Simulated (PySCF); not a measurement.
**Exercise with solution: entropy of an ideal gas**

GeHIO, SMILES [OH][Ge][I] (connectivity only; charge and spin as stated), neutral, multiplicity 1.

Coordinates come from a PBE0-D3(BJ)/def2-TZVP optimisation. The def2 effective core potentials stand for the cores of I; spin–orbit coupling is left out. The values are those of a single conformer.

PBE0-D3(BJ)/def2-TZVP (PySCF) gives the harmonic wavenumbers 167, 244, 437, 689, 833, 3854 cm⁻¹ and the rotational temperatures 0.5890, 0.0659, 0.0592 K. The molar mass is 216.54 g/mol, the symmetry number 1, the spin multiplicity 1.

Work out the entropy at 298.15 K and 1 atm in the rigid-rotor, harmonic-oscillator model.


Translation (Sackur–Tetrode at 1 atm): S = R[1.5 ln M + 2.5 ln T − 1.16487] = 175.8 J/(mol K).
Rotation: q = (√π/σ) T^1.5/√(θA θB θC) = 190000, S = R[ln q + 3/2] = 113.5 J/(mol K).
Vibration: with u = 1.4388 ν/T, each mode gives R[u/(e^u − 1) − ln(1 − e^−u)]:
| ν (cm⁻¹) | modes | u | S (J/(mol K)) |
|---|---|---|---|
| 167 | 1 | 0.81 | 10.33 |
| 244 | 1 | 1.18 | 7.42 |
| 437 | 1 | 2.11 | 3.50 |
| 689 | 1 | 3.32 | 1.34 |
| 833 | 1 | 4.02 | 0.76 |
The stiffer modes add less than 0.005 each. Sum 23.3 J/(mol K).
Spin: R ln 1 = 0.0 J/(mol K).
Total 312.7 J/(mol K); the program's own thermochemistry gives 312.7. Translation makes up 56 % and vibration 7 %. Anharmonicity, hindered rotation and orbital degeneracy are left out.
